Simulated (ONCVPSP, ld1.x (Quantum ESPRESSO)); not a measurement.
Potentials for C (Z = 6) compared

Generated with ld1.x 7.5 (TM, RRKJ, ultrasoft, PAW), atompaw 4.2 or ONCVPSP 4.0.1. The cutoff is in Ry: for ld1.x and atompaw files where the sum of valence levels is converged to 10 mRy in a Bessel basis, for ONCV files where the hardest occupied wave has 1 mHa per electron of residual kinetic energy. The error is the largest all-electron minus pseudo excitation energy over each file’s own four to seven test configurations (ionisations up to +4, promotions, holes and added fractions of an electron), all of which were solved. The labels leave out finer settings (local radius, basis sizes, second energies), which also bear on the numbers. Spin-polarised tests are not counted. The rows are a selection from randomly drawn settings: files with unsolved tests, undetermined cutoffs or missed reference levels are left out.

A true bound ghost makes a file unfit for plane-wave use even where its test errors are small: the radial tests pick states by their node count and pass the ghost by.

| potential | cutoff (Ry) | largest error (meV) | bound ghosts |
| --- | --- | --- | --- |
| ultrasoft, PBEsol, scalar-relativistic, rc 1.25/2.35/2.25 (spd), local smoothed, core correction yes, reference 2s2 2p2 | 10 | +17 | none |
| RRKJ, PBE, scalar-relativistic, rc 1.15/1.95 (sp), local s, core correction no, reference 2s2 2p2 | 35 | +674 | none |
| ONCV, BLYP, scalar-relativistic, rc 1.30/2.90/2.75 (spd), local smoothed, core correction yes, reference 2s2 2p1.5, qcut 5.5/4.5/3.8, projectors 2/3/2 | 34 | +2207 | none |
| TM, PBE, scalar-relativistic, rc 1.25/1.75/1.55 (spd), local s, core correction no, reference 2s2 2p2 | 35 | +468 | none |
| TM, PBEsol, scalar-relativistic, rc 1.05/2.55/2.35 (spd), local smoothed, core correction yes, reference 2s1.75 2p2.25 | 35 | +498 | s |
| TM, LDA (PZ), non-relativistic, rc 1.10/2.05 (sp), local s, core correction yes, reference 2s2 2p2 | 35 | +570 | none |

(1) Fill in the row for C: ONCV, PBE, scalar-relativistic, rc 0.90/2.30 (sp), local smoothed, core correction no, reference 2s1 2p3, qcut 7.1/3.9, projectors 2/2.

## Answers

(1) cutoff 39 Ry, largest error +1295 meV, bound ghosts: none.
